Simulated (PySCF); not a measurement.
B2Cl2H6N2.
Atom-mapped SMILES: `[NH2:1][B@H-:2]([NH3+:3])[B:4]([Cl:5])[Cl:6]` (hydrogens: H7, H8 on N1; H9 on B2; H10, H11, H12 on N3)

Method: PBE0-D3(BJ)/def2-SVP geometry optimisation, gas phase (PySCF 2.14.0); density fitting, grid level 1; the optimiser is geomeTRIC in internal coordinates, started from a GFN2-xTB structure with every atom displaced at random (about 0.01 Å).

Step 0: E = -29454.5041 eV
```
atom  x, y, z in Å  |  force x, y, z in eV/Å
N1     -0.6507    1.3102   -0.3894   -0.522   1.920  -0.388
B2      0.2525    0.1498   -0.4645   -0.470  -0.425   1.194
N3     -0.8558   -1.1498   -0.3209    1.448  -0.097   1.071
B4      1.3537    0.0239    0.8642   -1.555  -0.767  -0.941
Cl5     2.6792    1.0267    1.1618    1.502   1.184   0.171
Cl6     0.9978   -1.1354    2.1519   -0.109  -0.597   0.679
H7     -0.6775    1.8569    0.4688    0.054  -0.115  -0.055
H8     -0.6018    1.9953   -1.1619   -0.006  -0.665   0.543
H9      0.7219    0.0263   -1.5298    0.677  -0.248  -1.182
H10    -0.6568   -1.8954   -0.9634   -0.065  -0.551  -0.417
H11    -1.7592   -0.7407   -0.4659   -0.716   0.315  -0.205
H12    -0.7634   -1.5042    0.6481   -0.240   0.045  -0.470
```

Step 1: E = -29454.6782 eV
```
atom  x, y, z in Å  |  force x, y, z in eV/Å
N1     -0.7160    1.3632   -0.3748    0.450  -0.559  -0.066
B2      0.1866    0.1147   -0.4224   -0.222   0.430  -0.249
N3     -0.8421   -1.1661   -0.3249   -0.194  -0.053  -0.085
B4      1.2842    0.0067    0.8687    0.690   0.505   0.085
Cl5     2.6662    1.1451    1.0514   -0.553  -0.486  -0.050
Cl6     1.0714   -1.1411    2.2223    0.011  -0.037   0.022
H7     -0.6525    1.8778    0.4980   -0.047   0.078   0.072
H8     -0.4209    2.0089   -1.1004   -0.146   0.104  -0.041
H9      0.7230   -0.0007   -1.5312    0.012  -0.001   0.200
H10    -0.6433   -1.9228   -0.9813   -0.035   0.123   0.005
H11    -1.7610   -0.7557   -0.5203    0.033  -0.076  -0.069
H12    -0.8556   -1.5665    0.6141    0.002  -0.029   0.175
```

Step 2: E = -29454.7109 eV
```
atom  x, y, z in Å  |  force x, y, z in eV/Å
N1     -0.7081    1.3509   -0.3816    0.284  -0.144  -0.007
B2      0.1989    0.1218   -0.4230   -0.207   0.349  -0.028
N3     -0.8467   -1.1565   -0.3209   -0.064  -0.103   0.060
B4      1.3049    0.0118    0.8722    0.332   0.231   0.001
Cl5     2.6856    1.1163    1.0731   -0.287  -0.215  -0.071
Cl6     1.0921   -1.1544    2.2118   -0.032  -0.087   0.049
H7     -0.6778    1.8764    0.4892   -0.010   0.002  -0.045
H8     -0.4764    2.0087   -1.1210   -0.097  -0.010   0.025
H9      0.7446   -0.0010   -1.5188    0.032  -0.027   0.061
H10    -0.6453   -1.9132   -0.9730    0.008  -0.009  -0.004
H11    -1.7615   -0.7490   -0.5350    0.032  -0.004  -0.022
H12    -0.8704   -1.5484    0.6261    0.008   0.017  -0.020
```

**Question.** Estimate the geometry and energy of step 3. (The exact step hangs on the optimiser's Hessian estimate; all steps are aligned on step 2, rigid shifts and turns removed.)

**Answer.** E = -29454.7258 eV, largest force 0.229 eV/Å
```
atom  x, y, z in Å  |  force x, y, z in eV/Å
N1     -0.6966    1.3561   -0.3858    0.070   0.064   0.053
B2      0.2029    0.1396   -0.4179   -0.143   0.145   0.105
N3     -0.8438   -1.1517   -0.3121   -0.014  -0.060  -0.005
B4      1.3109    0.0086    0.8768   -0.038  -0.032  -0.051
Cl5     2.6837    1.0876    1.0725    0.068   0.045   0.020
Cl6     1.0958   -1.1905    2.1950    0.001  -0.036   0.013
H7     -0.6854    1.8964    0.4755    0.015  -0.022  -0.038
H8     -0.5303    2.0120   -1.1424   -0.026  -0.055  -0.020
H9      0.7622    0.0024   -1.5003    0.052  -0.035  -0.046
H10    -0.6289   -1.9121   -0.9551    0.019  -0.038   0.010
H11    -1.7560   -0.7530   -0.5467   -0.004   0.007   0.007
H12    -0.8745   -1.5318    0.6398    0.001   0.018  -0.049
```

The energy changes by -0.0149 eV. The first-order estimate −F·Δx gives -0.0252 eV and the mean of the old and new forces, exact on a quadratic surface, -0.0145 eV. The step makes an angle of 70° with the force vector and moves no atom by more than 0.058 Å.

What follows is the cost of the whole optimisation. On one thread, Arm Neoverse V1 (aarch64), no GPU, shared host, this took 1.7 min wall and 0.53 GiB of memory at its peak.
